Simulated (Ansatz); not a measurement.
A structure relaxed at r2SCAN-D4/def2-TZVP in Ansatz, charge 0, singlet:

Cartesian coordinates in Å:
```
Nb -1.148 -0.064 -0.287
Nb 0.911 -0.072 -0.755
O 0.238 0.136 1.043
```

Give its formula and point group.

the cluster Nb₂O. Point group C2v (tolerance 0.1 Å).

Summarise the bond lengths by kind (pairs closer than 1.2 times the sum of covalent radii, bridged metal pairs left out).

2 × Nb–O 1.93 Å.

In the def2 sets Nb takes a core potential; there is no spin–orbit coupling. The restricted singlet is unstable: a solution with broken spin symmetry lies lower. The structure comes from a short search, and lower isomers may exist.
